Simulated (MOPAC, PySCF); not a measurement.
silicene flake of 1 rings (benzene shape) `[siH]1[siH][siH][siH][siH][siH]1`, neutral singlet in the gas phase. The geometry has D3d symmetry (within 0.05 Å) and had no frequency check at the DFT level, so a distortion to lower symmetry isn't ruled out.

Cartesian coordinates (Å):
SMILES: [siH]1[siH][siH][siH][siH][siH]1
```xyz
12

Si    -1.9082    -1.1008     0.2092
Si    -1.9032     1.1005    -0.2247
Si    -0.0008     2.2015     0.2256
Si     1.9061     1.0996    -0.2029
Si     1.9052    -1.1017     0.2310
Si     0.0008    -2.1992    -0.2190
H     -3.1895    -1.8406    -0.0702
H     -3.1892     1.8420     0.0269
H      0.0011     3.6831    -0.0429
H      3.1895     1.8405     0.0637
H      3.1893    -1.8421    -0.0338
H     -0.0010    -3.6829     0.0370
```
Charge 0, multiplicity 1.

All levels are single points at this geometry (PBE-D3(BJ)/def2-SVP); Pople sets use spherical d functions. Orbital energies aren't observables, and empty levels follow the basis.

PBE0-D3(BJ)/def2-SVP in PySCF gives gap (eV) = 3.46.

**Question.** Estimate the gap (eV) from each of these levels: PBE-D3(BJ)/def2-SVP in PySCF; B3LYP/3-21G in PySCF; B3LYP/6-311+G** in PySCF; B3LYP/6-31G* in PySCF; B3LYP/LANL2DZ in PySCF; BP86/6-31G* in PySCF; SVWN5/6-31G* in PySCF; HF/6-31G* in PySCF; HF/STO-3G in PySCF; AM1 in MOPAC; PM3 in MOPAC; PM6 in MOPAC.

**Answer.** 
```tsv
level	gap (eV)
PBE-D3(BJ)/def2-SVP in PySCF	2.21
B3LYP/3-21G in PySCF	3.31
B3LYP/6-311+G** in PySCF	3.17
B3LYP/6-31G* in PySCF	3.19
B3LYP/LANL2DZ in PySCF	3.30
BP86/6-31G* in PySCF	2.22
SVWN5/6-31G* in PySCF	2.20
HF/6-31G* in PySCF	7.08
HF/STO-3G in PySCF	8.23
AM1 in MOPAC	5.52
PM3 in MOPAC	5.39
PM6 in MOPAC	4.79
```
